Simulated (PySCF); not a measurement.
**C²⁺: excitation energy**

C²⁺ [He] 2s2 (1S) → C²⁺ [He] 2s1 2p1 (3P), as a difference of total energies. Calculation: PySCF 2.14, in aug-cc-pVTZ-DK (5s4p3d2f, 46 functions); scalar relativity by spin-free X2C-1e. Correlated levels: valence: 1s2 frozen. The calculations carry no spin-orbit coupling.

```tsv
method	excitation energy (eV)
UHF	4.695
MP2 (valence)	5.777
SCS-MP2 (valence)	6.072
CCSD (valence)	6.546
```

Problem. How much does correlation contribute at MP2 (valence)?

Solution. 5.777 − (4.695) = 1.082 eV, measured against UHF.

A first-order spin-orbit estimate (lowest level to lowest level, LS coupling) adds -0.007 eV.

With two correlated electrons CCSD is exact in that space.

The coupled-cluster amplitudes are large for the lower state (T1 above 0.03 or a double amplitude above 0.15), so a single reference is strained.
